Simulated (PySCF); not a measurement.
**Magnetic susceptibility: `CN[SiH](OC)OC`, C3H11NO2Si**

Geometry (Å), atoms numbered from 1 in this order:
```xyz
18

C    -0.303    2.628   -0.074
N     0.467    1.450   -0.395
Si    0.009   -0.139    0.055
O     0.927   -1.257   -0.684
C     2.301   -1.458   -0.569
O    -1.490   -0.255   -0.534
C    -2.300   -1.389   -0.611
H    -0.052    3.036    0.911
H    -1.354    2.354   -0.077
H    -0.135    3.401   -0.826
H     1.454    1.650   -0.437
H     0.031   -0.409    1.503
H     2.535   -2.443   -0.975
H     2.848   -0.699   -1.135
H     2.623   -1.414    0.475
H    -3.127   -1.165   -1.288
H    -1.741   -2.245   -0.992
H    -2.702   -1.639    0.375
```

Theory: PySCF, GIAO B3LYP/pcSseg-1 magnetisability, rotational g tensor and spin-rotation constants, non-relativistic, gas phase. Geometry: GFN2-xTB.

(1) What are the magnetisability and the molar susceptibility?

(2) Split it along the inertial axes a, b, c into diamagnetic and paramagnetic parts about the centre of mass, with the quadrupole moment.

(3) And the rotational g tensor?

Answers

(1) Isotropic -1205 × 10⁻³⁰ J/T², or -72.6 × 10⁻⁶ cm³/mol; principal values -1278, -1248, -1090 × 10⁻³⁰ J/T², anisotropy 175 × 10⁻³⁰ J/T² (root of half the summed squared differences of the principal values). The susceptibility is in cgs units.

(2) 
```tsv
axis	χ (10⁻⁶ cm³/mol)	diamagnetic (10⁻⁶ cm³/mol)	paramagnetic (10⁻⁶ cm³/mol)	summed x² of all electrons (Å²)	quadrupole Θ (D Å)
a	-76.9	-685.0	608.1	158.3	+0.48
b	-75.2	-768.8	693.6	138.6	+7.91
c	-65.7	-1259.4	1193.8	22.9	-8.39
```
Anisotropies 2χaa − χbb − χcc = -12.9 and 2χbb − χaa − χcc = -7.9 × 10⁻⁶ cm³/mol. Θ is traceless in Buckingham's convention.

(3) 
```tsv
axis	rotational constant (GHz)	g	nuclear part	electronic part
a	2.2029	-0.0095	0.6198	-0.6294
b	1.9147	-0.0137	0.6101	-0.6239
c	1.0907	-0.0078	0.6039	-0.6117
```
Asymmetric top; isotopes 12C, 1H, 14N, 16O, 28Si; no vibrational averaging.
